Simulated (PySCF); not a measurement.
## From a log to its input

A PySCF 2.14 run on the atoms In 0 0 0; H 0 0 1.71 (angstrom) printed this (some set-up lines and the per-cycle HOMO/LUMO lines with their warnings removed):

```
PySCF version 2.14.0

[INPUT] verbose = 4
[INPUT] num. atoms = 2
[INPUT] num. electrons = 4
[INPUT] charge = 0
[INPUT] spin (= nelec alpha-beta = 2S) = 0
[INPUT] symmetry False subgroup None
[INPUT] Mole.unit = angstrom

nuclear repulsion = 0.928381071789474
number of shells = 6
number of NR pGTOs = 16
number of NR cGTOs = 10
basis = lanl2dz
ecp = {'In': 'lanl2dz'}

******** <class 'pyscf.scf.hf.RHF'> ********
method = RHF
initial guess = minao
damping factor = 0
level_shift factor = 0
DIIS = <class 'pyscf.scf.diis.CDIIS'>
diis_start_cycle = 1
diis_space = 8
diis_damp = 0
SCF conv_tol = 1e-09
SCF conv_tol_grad = None
SCF max_cycles = 50
direct_scf = True
direct_scf_tol = 1e-13
Set gradient conv threshold to 3.16228e-05
Initial guess from minao.
init E= 6.46059629260523
cycle= 1 E= -2.32604781412874  delta_E= -8.79  |g|= 0.336  |ddm|= 2.57
cycle= 2 E= -2.34315120819554  delta_E= -0.0171  |g|= 0.0236  |ddm|= 0.367
cycle= 3 E= -2.34364181139447  delta_E= -0.000491  |g|= 0.00487  |ddm|= 0.0729
cycle= 4 E= -2.34367043760716  delta_E= -2.86e-05  |g|= 0.00035  |ddm|= 0.0225
cycle= 5 E= -2.34367056761062  delta_E= -1.3e-07  |g|= 2.6e-05  |ddm|= 0.00167
cycle= 6 E= -2.34367056824784  delta_E= -6.37e-10  |g|= 3.06e-06  |ddm|= 9.93e-05
Extra cycle  E= -2.34367056825947  delta_E= -1.16e-11  |g|= 9.18e-07  |ddm|= 1.31e-05
converged SCF energy = -2.34367056825947

******** <class 'pyscf.mp.mp2.RMP2'> ********
nocc = 2, nmo = 10
E(RMP2) = -2.36919208726612  E_corr = -0.0255215190066485
E(SCS-RMP2) = -2.37400476287953  E_corr = -0.0303341946200675
E_corr(same-spin) = -0.000336494062973952
E_corr(oppo-spin) = -0.0251850249436746
Dipole moment(X, Y, Z, Debye): -0.00000, -0.00000,  0.24321
orbital energies (hartree): [-0.4869 -0.2707  0.0249  0.0249  0.1622]
```

Problem. Write the input that gave this log.

Solution. The input was:

```python
from pyscf import gto, scf, mp

mol = gto.M(
    atom='In 0 0 0; H 0 0 1.71',
    basis='lanl2dz',
    ecp={'In': 'lanl2dz'},
    charge=0,
    spin=0,
    verbose=4,
)
mf = scf.RHF(mol)
mf.kernel()
mp.MP2(mf).kernel()
mf.dip_moment()
print('orbital energies (hartree):', mf.mo_energy[..., max(0, mol.nelec[1]-3):mol.nelec[0]+3].round(4))
```

Stability towards an unrestricted solution was not tested. The bond length is a typed value, not an optimised one.
